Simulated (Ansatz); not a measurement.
Frontier orbitals of `CC(C)[NH][Ge]([Cl])([Cl])[NH]C(C)C`.

Charge 0, multiplicity 1. Correlated methods include outer-core shells of Ge, which these sets cover unevenly. Scalar relativity is left out up to krypton. The geometry is a stationary point of PBE0-D4/def2-TZVP. It is one conformer, not always the lowest. Basis def2-TZVPP, Ansatz 0.2.0.

| functional | HOMO (eV) | LUMO (eV) | gap (eV) |
| --- | --- | --- | --- |
| PBE | -5.85 | -1.26 | 4.59 |
| revPBE | -5.77 | -1.14 | 4.63 |
| PBE0 | -7.21 | -0.25 | 6.96 |
| LC-ωPBE | -9.97 | 2.07 | 12.04 |
| ωB97M-V | -9.54 | 1.68 | 11.22 |

A quarter of exact exchange (PBE0) shifts PBE's HOMO by −1.37 eV and its LUMO by +1.02 eV; full exchange at long range (ωB97M-V) shifts them by −3.69 and +2.95 eV. The gap opens from 4.58 to 11.22 eV, since occupied levels lose self-interaction and empty ones feel all the electrons. A positive LUMO is unbound and depends on the basis.

LC-ωPBE has ω = 0.4 bohr⁻¹.
